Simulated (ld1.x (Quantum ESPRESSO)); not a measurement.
# Before and after: TM potential for Os

* Element: Os
* Generator: ld1.x (Quantum ESPRESSO) 7.5
* Type: norm-conserving Troullier–Martins (Kleinman–Bylander form)
* Functional: LDA (PZ)
* Relativity: scalar-relativistic
* Frozen core: [Kr] 4d10 4f14 5s2
* Valence charge: 14
* Reference configuration: 5p6 5d6 6s0.5 6p0 (charge +1.5)
* Partial waves: 5p (bound): rc 1.25 bohr; 5d (bound): rc 2.20 bohr; 6s (bound): rc 2.10 bohr
* Local potential: the s channel
* Core correction: none

Change: core correction a·sin(br)/r model core inside 0.90 bohr.

Cutoffs: the cutoffs (Ry, on a coarse ladder) from which the occupation-weighted sum of valence levels, in a spherical-Bessel basis at the reference potential, stays within 10 and 1 mRy of its value at 400 Ry; they do not see the model core or the augmentation charge, which bear on the density cutoff. Errors are all-electron minus pseudo energies relative to the spin-unpolarised reference configuration.

Task: How do hardness, ghosts and transferability respond?

Result: The potential gets neither clearly harder nor softer (110 Ry and 180 Ry → 110 Ry and 180 Ry); of the 9 tests that both files solve, the error grows in 4 and shrinks in 3 by more than 15 % and 0.3 meV (median size 36.2 → 17.5 meV); neither file shows a bound ghost. A model core, the more so a compact one, raises the density cutoff, which this test does not measure.

| quantity | base | changed |
| --- | --- | --- |
| cutoff, loose | 110 Ry | 110 Ry |
| cutoff, tight | 180 Ry | 180 Ry |
| bound ghosts | none | none |
| error for 5p6 5d6 6s2 6p0, meV [ΔE -17.54 eV] | -1.1 | -4.2 |
| error for 5p6 5d6 6s1 6p0, meV [ΔE -7.68 eV] | +1.5 | +1.0 |
| error for 5p6 5d6 6s0 6p0, meV [ΔE 9.61 eV] | -4.7 | -5.2 |
| error for 5p6 5d7 6s1 6p0, meV [ΔE -17.18 eV] | -14 | -18 |
| error for 5p6 5d5 6s2 6p0, meV [ΔE -6.24 eV] | -52 | -60 |
| error for 5p5 5d6 6s2 6p0, meV [ΔE 39.62 eV] | -331 | -383 |
| error for 5p6 5d7 6s0 6p0, meV [ΔE -8.14 eV] | -36 | -40 |
| error for 5p6 5d6 6s0.5 6p0 (spin-polarised), meV [ΔE -2.61 eV] | +378 | +39 |
| error for 5p6 5d6 6s2 6p0 (spin-polarised), meV [ΔE -19.56 eV] | +324 | +16 |
| s: phases at 2.40 bohr within 0.05 rad from the reference energy up to (Ry; the scan ends near 5) | 1.4 | 1.4 |
| p: phases at 2.40 bohr within 0.05 rad from the reference energy up to (Ry; the scan ends near 5) | -2.0 | -2.0 |
| d: phases at 2.40 bohr within 0.05 rad from the reference energy up to (Ry; the scan ends near 5) | 0.8 | 0.8 |
